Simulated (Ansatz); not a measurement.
`C=[CH][In]([F])[Cl]` and `[F][In]([Cl])[SeH]` differ in one atom or group.

Ansatz, PBE0-D4/def2-TZVP geometries, multiplicity 1. Each molecule was computed in one conformer, which needn't be the lowest.

Elements past krypton have def2 core potentials. Scalar relativity is left out up to krypton. Spin–orbit coupling is left out; it splits and shifts lone-pair levels of the heavy atoms by tenths of an eV.

| property | `C=[CH][In]([F])[Cl]` |
| --- | --- |
| ideal-gas entropy at 298 K and 1 bar (rigid rotor, harmonic PBE0-D4/def2-TZVP) / J/(mol·K) | 375 |
| HOMO–LUMO gap (ωB97M-V/def2-TZVPP) / eV | 10.78 |
| zero-point energy (PBE0-D4/def2-TZVP) / kJ/mol | 116.8 |
| size of the dipole moment (ωB97M-V/def2-TZVPP) / D | 4.02 |
| LUMO energy (B3LYP/def2-TZVPP) / eV | -2.13 |
| size of the dipole moment (PBE/def2-TZVPP) / D | 4.00 |

Question: Give the same properties after the change, and the shifts. (Estimate.)

Answer: The calculation gave: 
| property | `[F][In]([Cl])[SeH]` | shift |
| --- | --- | --- |
| ideal-gas entropy at 298 K and 1 bar (rigid rotor, harmonic PBE0-D4/def2-TZVP) / J/(mol·K) | 369 | -6 |
| HOMO–LUMO gap (ωB97M-V/def2-TZVPP) / eV | 9.50 | -1.28 |
| zero-point energy (PBE0-D4/def2-TZVP) / kJ/mol | 28.6 | -88.2 |
| size of the dipole moment (ωB97M-V/def2-TZVPP) / D | 2.35 | -1.67 |
| LUMO energy (B3LYP/def2-TZVPP) / eV | -2.88 | -0.75 |
| size of the dipole moment (PBE/def2-TZVPP) / D | 2.39 | -1.61 |

With PBE0 the HOMO rises by 0.70 eV and the LUMO falls by 0.70 eV, so the gap narrows by about 1.40 eV. PBE moves the HOMO by 0.51 eV and ωB97M-V by 0.75 eV. The zero-point energy changes by -88.2 kJ/mol with -9 modes. Dipoles are sizes alone; their direction can turn. Modes under 60 cm⁻¹, often nearly free rotors, make the harmonic entropy too high.

B3LYP here is the variant with VWN-RPA as its local correlation; programs differ in this.
